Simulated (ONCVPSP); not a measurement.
# Before and after: ONCV potential for iridium

| Property | Result |
| --- | --- |
| Element | iridium (Ir) |
| Generator | ONCVPSP 4.0.1 |
| Type | optimised norm-conserving Vanderbilt (ONCV) |
| Functional | PBEsol |
| Relativity | fully relativistic |
| Frozen core | [Xe] 4f14 |
| Valence charge | 9 |
| Reference configuration | 5d7 6s1.5 6p0.5 |
| Partial waves | 6s: rc 2.40 bohr, ncon 4, nbas 8, qcut 2.3 1/bohr, 2 projectors, debl 3.9 Ha; 6p: rc 2.95 bohr, ncon 4, nbas 7, qcut 3.3 1/bohr, 2 projectors, debl 2.1 Ha; 5d: rc 1.80 bohr, ncon 5, nbas 10, qcut 8.4 1/bohr, 1 projector |
| Local potential | polynomial inside 1.75 bohr (lpopt 5, dvloc0 3 Ha) |
| Core correction | Teter function, fcfact 3.25, rcfact 1.4 |

Open shells are filled in proportion to 2j + 1.

Change: d: rc 2.32.

Cutoffs: the cutoffs (Ha) at which the residual kinetic energy of the hardest occupied pseudo-wave falls to 1 and 0.1 mHa per electron; they do not see the model core or the augmentation charge, which bear on the density cutoff. Errors are all-electron minus pseudo energies relative to the spin-unpolarised reference configuration.

Question: Predict the effect on cutoff, ghosts and configuration errors.

Answer: The potential gets neither clearly harder nor softer (19 Ha and 28 Ha → 18 Ha and 28 Ha); the errors of the 3 common tests hardly move; neither file shows a bound ghost.

| quantity | base | changed |
| --- | --- | --- |
| cutoff, loose | 19 Ha | 18 Ha |
| cutoff, tight | 28 Ha | 28 Ha |
| loose cutoff by channel | s 14 Ha, p 3.5 Ha, d 19 Ha | s 14 Ha, p 3.5 Ha, d 18 Ha |
| bound ghosts | none | none |
| GHOST(+) flags under 300 eV | s at 82.2 eV, p3/2 at 84.0 eV, p1/2 at 93.2 eV | s at 82.2 eV, p3/2 at 84.0 eV, p1/2 at 93.2 eV |
| tests with a reliable result | 3 of 4 | 3 of 4 |
| error for 5d7 6s2 6p0, meV [ΔE -2.62 eV] | -0.6 | -0.6 |
| error for 5d7 6s1 6p0, meV [ΔE 7.32 eV] | -3.0 | -2.8 |
| error for 5d8 6s1 6p0, meV [ΔE -2.95 eV] | -41 | -41 |
| s: phases at 2.44 bohr within 0.05 rad from the reference energy up to (Ha; the scan ends near 5) | 2.4 | 2.4 |
| p3/2: phases at 2.99 bohr within 0.05 rad from the reference energy up to (Ha; the scan ends near 5) | 2.3 | 2.3 |
| p1/2: phases at 2.99 bohr within 0.05 rad from the reference energy up to (Ha; the scan ends near 5) | 3.2 | 3.2 |
| rms error of d²Exc/dni dnj with the model core, mHa | 4.09 | 4.10 |
